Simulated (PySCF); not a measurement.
# YF₃: from structure and modes to constants

Method: PBE0/[Y def2-TZVP with ECP28, F def2-TZVP], scalar-relativistic core potentials, density fitting, no spin–orbit coupling, PySCF.

The singlet minimum has D3h symmetry. Masses (u): Y 88.90585, F 18.99840.

```xyz
4
charge 0 multiplicity 1, angstrom
Y     0.0000    0.0000    0.0000
F     1.9967    0.0000    0.0000
F    -0.9984    1.7292    0.0000
F    -0.9984   -1.7292    0.0000
```

Harmonic wavenumbers (cm⁻¹): 54.6 (a2'', ×1), 146.6 (e', ×2), 572.1 (a1', ×1), 593.9 (e', ×2).

(1) What is the harmonic zero-point energy?

(2) Find the vibrational entropy and heat capacity at 298.15 K.

(3) Give the standard entropy (298.15 K, 1 bar) by its translational, rotational, vibrational and spin parts, and Cp.

## Answers

(1) Half the sum of all 6 wavenumbers, 2108/2 = 1054 cm⁻¹, which is 12.6 kJ/mol (1 cm⁻¹ = 0.0119627 kJ/mol).

(2) With u = 1.43878 ω/T, each mode gives S = R[u/(eᵘ−1) − ln(1−e⁻ᵘ)] and C = R u² eᵘ/(eᵘ−1)².
```
  ω (cm⁻¹)      u  S (J/(mol K))  C (J/(mol K))
      54.6  0.263          19.43           8.27
146.6 (×2)  0.707          11.36           7.98
     572.1  2.761           2.09           4.57
593.9 (×2)  2.866           1.93           4.37
```
The sums over all modes are S = 48.1 and C = 37.5 J/(mol K); the softest mode gives 40 % of the entropy (each member, where degenerate).

(3) Sackur–Tetrode with M = 145.90 u gives 171.0; rotation with symmetry number 6 gives 95.5; vibration 48.1; spin R ln 1 = 0.0. The total is 314.6 J/(mol K), and Cp = 4 R + 37.5 = 70.8 J/(mol K).

Only a few start shapes were tried, so a lower isomer may exist.
